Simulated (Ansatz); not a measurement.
Reaction (cleavage of the Sn–Ge bond): `C[O][Sn]([F])([F])[GeH3]` + H–F → `C[O][Sn]([F])([F])[F]` + GeH₄

Isolated molecules relaxed with PBE0-D4/def2-TZVP in Ansatz; ΔE leaves out vibrations. CBS: MP2 limit from def2 TZ/QZ plus the TZ coupled-cluster correction, frozen cores. This one scheme is used for every species. DFT in def2-TZVPP. B3LYP here is the variant with VWN-RPA as its local correlation; programs differ in this. Elements past krypton have def2 core potentials. For Ge, Sn outer-core shells are correlated without core-valence functions, which leaves a few kJ/mol of doubt a bond. Scalar relativity is left out up to krypton. One conformer a species, not always the lowest.

| level | ΔE (kcal/mol) |
| --- | --- |
| LDA (SPW92) | 11.4 |
| revPBE-D4 | 8.3 |
| revPBE | 7.3 |
| B3LYP | 6.8 |

Problem. What does CCSD(T)/CBS give? (An estimate is asked.)

Solution. The calculation gave: +8.4 kcal/mol. The listed levels differ from it by 3.0, -0.1, -1.1, -1.6 kcal/mol.

Largest T1 diagnostic among the species: 0.015.

At CCSD(T), def2-SVP lies −3.3 kcal/mol from the extrapolated value and def2-TZVPP −1.0 kcal/mol. The D4 term adds +1.6 kcal/mol with B3LYP and +0.9 kcal/mol with PBE0; it sums over pairs of atoms, weighted by their polarisabilities, and B3LYP, whose exchange is more repulsive, gets the larger term. In def2-TZVPP, CCSD(T) changes the Hartree–Fock value by +4.8 kcal/mol (the triples alone add +0.0 kcal/mol) and MP2 by +6.3 kcal/mol.
